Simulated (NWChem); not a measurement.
Basis-set dependence for Cd

```xyz
1

Cd     0.0000     0.0000     0.0000
```
Charge 0, spin multiplicity 1.

Everything below was run with NWChem.

Hartree-Fock energies in Ha, correlation energies in mHa.

Effective core potentials replace the inner electrons of Cd; spin-orbit coupling is left out. The correlated methods keep 4 core orbitals frozen. Coupled-cluster values serve here as a point of comparison, not as the truth.

| basis | functions | RHF | MP2 | SCS-MP2 | CCSD | CCSD+T(CCSD) | CCSD(T) | CR-CCSD[T] | CR-CCSD(T) |
|---|---|---|---|---|---|---|---|---|---|
| def2-SVP | 31 | -166.84661 | -276.8 | -244.3 | -270.6 | -276.0 | -275.8 | -275.0 | -274.9 |
| def2-TZVP | 40 | -166.88392 | -330.6 | -293.7 | -319.8 | -325.8 | -325.6 | -324.7 | -324.6 |
| def2-QZVP | 72 | -166.88491 | -470.5 | -418.4 | -435.2 | -452.4 | -451.9 | -449.1 | -448.7 |

From def2-TZVP to def2-QZVP the Hartree-Fock energy moves by -1.0 mHa and the MP2 correlation energy by -139.9 mHa, which is 30 % of its value in the larger set.
